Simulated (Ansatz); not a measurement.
The cluster ZnSn₁₂⁺, relaxed as a doublet with UKS PBE-D4/def2-SVP in Ansatz, starting from the GFN1-xTB geometry. Force threshold 0.03 eV/Å.

In the def2 sets Sn takes a core potential; there is no spin–orbit coupling. Another isomer (doublet) lies 0.42 eV lower at PBE0-D4/def2-TZVP; other spin states weren't run for this one.

Start:

Cartesian coordinates in Å:
```
Zn 1.003 -3.921 -0.246
Sn 0.690 -1.611 -1.818
Sn 0.171 0.411 0.222
Sn 1.957 -1.654 0.990
Sn 2.710 0.442 -1.055
Sn -0.088 -0.509 2.898
Sn 0.229 1.248 -2.593
Sn -2.051 -0.388 -1.546
Sn -0.508 2.396 2.124
Sn -1.735 2.503 -0.625
Sn -2.546 0.303 1.327
Sn -1.053 -2.204 0.644
Sn 1.222 2.983 -0.321
```

Problem. Estimate the energy that the relaxation releases and the steps that it takes.

Solution. 2.24 eV, in 9 steps; 37 s on 2 threads of AMD EPYC 7R13 on a shared host and a share (18 GiB) of an NVIDIA H100 80GB HBM3. No frequencies were taken in this run, so the end may be a saddle point.

Problem. Does the start keep its bonding and symmetry?

Solution. By distances, no bond broke or formed. The bond that changes most is Sn2–Sn12, from 3.07 to 3.46 Å (atoms count from 1). Point group Cs at the start, Cs at the end, both within 0.05 Å.

Problem. Predict the relaxed structure.

Solution. 
```xyz
13

Zn    0.971   -4.037   -0.287
Sn    0.804   -1.731   -2.008
Sn    0.283    0.489    0.319
Sn    2.120   -1.862    1.053
Sn    2.933    0.404   -1.150
Sn   -0.085   -0.626    3.113
Sn    0.218    1.336   -2.758
Sn   -2.143   -0.470   -1.631
Sn   -0.633    2.610    2.274
Sn   -1.860    2.694   -0.667
Sn   -2.719    0.335    1.391
Sn   -1.157   -2.400    0.761
Sn    1.266    3.258   -0.409
```
Bond lengths (bridged metal pairs left out): 32 × Sn–Sn 3.03 to 3.33 Å; 3 × Sn–Zn 2.80 to 2.88 Å.
